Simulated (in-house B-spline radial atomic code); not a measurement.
## Ionising Dy III (Dy2+) with different functionals

Computed with an all-electron radial atomic-structure program (B-spline basis): four-component Dirac-Coulomb Hamiltonian, Fermi nucleus of rms radius 5.2218 fm, spin-restricted, spherical fractional occupations for the functionals. The ionisation energy is the difference of two self-consistent energies, [Xe] 4f10 → [Xe] 4f9, without Breit or QED terms; ε is the level of the shell that loses the electron (mean over j). The electron is taken from both j subshells in proportion to 2j + 1, so the result is a j average, not the step between ground levels.

Hybrids are left out here: with spherical fractional occupations of an open shell their exact exchange keeps a self-interaction that integer-occupation calculations don't have.

```json
{"method": "LDA VWN5", "rung": "LDA", "ΔSCF (eV)": "25.92", "-ε(4f) (eV)": "17.36"}
{"method": "relativistic LDA", "rung": "LDA", "ΔSCF (eV)": "26.05", "-ε(4f) (eV)": "17.48"}
{"method": "LDA PW92", "rung": "LDA", "ΔSCF (eV)": "25.91", "-ε(4f) (eV)": "17.36"}
{"method": "LDA exchange-only", "rung": "LDA", "ΔSCF (eV)": "24.20", "-ε(4f) (eV)": "15.75"}
{"method": "PBE", "rung": "GGA", "ΔSCF (eV)": "25.58", "-ε(4f) (eV)": "17.05"}
{"method": "PBEsol", "rung": "GGA", "ΔSCF (eV)": "25.62", "-ε(4f) (eV)": "17.08"}
{"method": "BLYP", "rung": "GGA", "ΔSCF (eV)": "25.43", "-ε(4f) (eV)": "16.93"}
{"method": "RPBE", "rung": "GGA", "ΔSCF (eV)": "25.51", "-ε(4f) (eV)": "16.99"}
{"method": "PW91", "rung": "GGA", "ΔSCF (eV)": "25.68", "-ε(4f) (eV)": "17.14"}
{"method": "BP86", "rung": "GGA", "ΔSCF (eV)": "25.67", "-ε(4f) (eV)": "17.13"}
{"method": "AM05", "rung": "GGA", "ΔSCF (eV)": "25.65", "-ε(4f) (eV)": "17.09"}
{"method": "OLYP", "rung": "GGA", "ΔSCF (eV)": "25.92", "-ε(4f) (eV)": "17.30"}
```

Task: How do they compare with the NIST value?

Result: NIST lists 22.89 eV ± 0.03 (semi-empirical, ground level to ground level). Errors run from +1.31 to +3.16 eV. The correlated functionals all miss on the same side by more than they spread, so the cause is common to them (Breit-QED terms, spin polarisation, the choice among j levels, multiplet and fine-structure energies, or a listed next ion that isn't the cheapest removal here) and closeness doesn't rank the functionals.
